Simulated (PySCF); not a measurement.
The multiplicity is imposed and other spin states were not computed.

Cartesian coordinates (Å):
```xyz
11

Cd    -0.0886     0.1209     0.3794
F      1.3959    -0.9737     0.9878
N     -1.6328     1.3517    -0.0391
C     -2.9367     0.7377    -0.2388
C     -1.3817     2.4332    -0.9796
H     -3.7364     1.5060    -0.0952
H     -3.1015     0.2981    -1.2583
H     -3.1211    -0.0634     0.5078
H     -1.4152     2.1365    -2.0615
H     -2.1561     3.2291    -0.8479
H     -0.3957     2.9078    -0.7903
```
Charge 0, multiplicity 1.

Q: What is the computed charge on the central atom (Mulliken), total energy, HOMO–LUMO gap, HOMO and LUMO (PBE-D3(BJ)/def2-TZVP // BP86-D3(BJ)/def2-SVP (PySCF 2.14.0))?

A: 
| Property | Value |
|---|---|
| charge on the central atom (Mulliken) | 0.71 e |
| total energy | -402.0118 Ha |
| HOMO–LUMO gap | 2.64 eV |
| HOMO | -4.98 eV |
| LUMO | -2.34 eV |
